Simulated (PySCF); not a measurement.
Cl5Sb, singlet, geometry from GFN2-xTB (core potentials on Sb); PySCF with PBE/def2-SVP.

Input for PySCF:
```python
from pyscf import gto, scf, dft

mol = gto.M(
    atom='''
Sb   -0.000000    0.000000   -0.000000
Cl    1.969498   -0.363960   -1.232708
Cl    1.008436   -1.019389    1.912155
Cl   -1.008436    1.019389   -1.912155
Cl   -1.692244   -1.633030    0.021874
Cl   -0.277254    1.996990    1.210834
''',
    basis='def2-svp',
    ecp={'Sb': 'def2-svp'},
    charge=0,
    spin=0,
    verbose=4,
)

mf = dft.RKS(mol)
mf.xc = 'pbe'
mf.kernel()
```

Problem. What does PySCF print? Leave out banner, timings and long lists.

Solution. 
```
PySCF version 2.14.0

[INPUT] verbose = 4
[INPUT] num. atoms = 6
[INPUT] num. electrons = 108
[INPUT] charge = 0
[INPUT] spin (= nelec alpha-beta = 2S) = 0
[INPUT] symmetry False subgroup None
[INPUT] Mole.unit = angstrom
[INPUT] Symbol           X                Y                Z      unit          X                Y                Z       unit  Magmom
[INPUT]  1 Sb     0.000000000000   0.000000000000   0.000000000000 AA    0.000000000000   0.000000000000   0.000000000000 Bohr   0.0
[INPUT]  2 Cl     1.969498000000  -0.363960000000  -1.232708000000 AA    3.721811822879  -0.687784720297  -2.329480511560 Bohr   0.0
[INPUT]  3 Cl     1.008436000000  -1.019389000000   1.912155000000 AA    1.905667854152  -1.926366024394   3.613449257718 Bohr   0.0
[INPUT]  4 Cl    -1.008436000000   1.019389000000  -1.912155000000 AA   -1.905667854152   1.926366024394  -3.613449257718 Bohr   0.0
[INPUT]  5 Cl    -1.692244000000  -1.633030000000   0.021874000000 AA   -3.197877695938  -3.085979453198   0.041335869249 Bohr   0.0
[INPUT]  6 Cl    -0.277254000000   1.996990000000   1.210834000000 AA   -0.523934126940   3.773764173495   2.288144642312 Bohr   0.0

nuclear repulsion = 855.354677963765
number of shells = 50
number of NR pGTOs = 241
number of NR cGTOs = 116
basis = def2-svp
ecp = {'Sb': 'def2-svp'}

******** <class 'pyscf.dft.rks.RKS'> ********
method = RKS
initial guess = minao
damping factor = 0
level_shift factor = 0
DIIS = <class 'pyscf.scf.diis.CDIIS'>
diis_start_cycle = 1
diis_space = 8
diis_damp = 0
SCF conv_tol = 1e-09
SCF conv_tol_grad = None
SCF max_cycles = 50
direct_scf = True
direct_scf_tol = 1e-13
XC library pyscf.dft.libxc version 7.1.2
    S. Lehtola, C. Steigemann, M. J. T. Oliveira, and M. A. L. Marques,  SoftwareX 7, 1–5 (2018)
XC functionals = pbe
    J. P. Perdew, K. Burke, and M. Ernzerhof,  Phys. Rev. Lett. 77, 3865 (1996)
    J. P. Perdew, K. Burke, and M. Ernzerhof,  Phys. Rev. Lett. 78, 1396 (1997)
    J. P. Perdew, K. Burke, and M. Ernzerhof,  Phys. Rev. Lett. 77, 3865 (1996)
    J. P. Perdew, K. Burke, and M. Ernzerhof,  Phys. Rev. Lett. 78, 1396 (1997)
radial grids:
    Treutler-Ahlrichs [JCP 102, 346 (1995); DOI:10.1063/1.469408] (M4) radial grids

becke partition: Becke, JCP 88, 2547 (1988); DOI:10.1063/1.454033
pruning grids: <function nwchem_prune>
grids dens level: 3
symmetrized grids: False
atomic radii adjust function: <function treutler_atomic_radii_adjust>
small_rho_cutoff = 0
Set gradient conv threshold to 3.16228e-05
Initial guess from minao.
tot grids = 116360
init E= -2514.98127032241
  HOMO = -0.647064655468296  LUMO = -0.637180852032025  gap/eV = 0.26895
cycle= 1 E= -2536.42951011448  delta_E= -21.4  |g|= 3.66  |ddm|= 10.9
  HOMO = 0.148056877972544  LUMO = 0.304415660094173  gap/eV = 4.25474
cycle= 2 E= -2532.71714587771  delta_E= 3.71  |g|= 5.67  |ddm|= 8.95
  HOMO = -0.238010087621683  LUMO = -0.123230709176667  gap/eV = 3.12331
cycle= 3 E= -2539.49848591593  delta_E= -6.78  |g|= 0.719  |ddm|= 4.15
  HOMO = -0.285059003167522  LUMO = -0.216673121029463  gap/eV = 1.86087
cycle= 4 E= -2539.62715531599  delta_E= -0.129  |g|= 0.426  |ddm|= 1.74
  HOMO = -0.273159263635413  LUMO = -0.208873134088946  gap/eV = 1.74931
cycle= 5 E= -2539.66664719649  delta_E= -0.0395  |g|= 0.235  |ddm|= 0.909
  HOMO = -0.281659128388326  LUMO = -0.205270667129647  gap/eV = 2.07864
cycle= 6 E= -2539.68687202742  delta_E= -0.0202  |g|= 0.0403  |ddm|= 0.493
  HOMO = -0.278506218679918  LUMO = -0.202891095576605  gap/eV = 2.05759
cycle= 7 E= -2539.68740637289  delta_E= -0.000534  |g|= 0.00352  |ddm|= 0.0683
  HOMO = -0.278620708830802  LUMO = -0.20308290680774  gap/eV = 2.05549
cycle= 8 E= -2539.68740993705  delta_E= -3.56e-06  |g|= 0.000287  |ddm|= 0.00583
  HOMO = -0.278607133921736  LUMO = -0.203069634665998  gap/eV = 2.05548
cycle= 9 E= -2539.68740996288  delta_E= -2.58e-08  |g|= 8.02e-05  |ddm|= 0.000445
  HOMO = -0.278615337146497  LUMO = -0.203075418586139  gap/eV = 2.05555
cycle= 10 E= -2539.68740996459  delta_E= -1.71e-09  |g|= 9.99e-06  |ddm|= 0.000109
  HOMO = -0.27861482090342  LUMO = -0.203075404913137  gap/eV = 2.05553
cycle= 11 E= -2539.68740996463  delta_E= -3.5e-11  |g|= 1.1e-06  |ddm|= 2.28e-05
  HOMO = -0.278614862366012  LUMO = -0.203075372193281  gap/eV = 2.05553
Extra cycle  E= -2539.68740996464  delta_E= -1.41e-11  |g|= 2.43e-06  |ddm|= 6.25e-06
converged SCF energy = -2539.68740996464
```
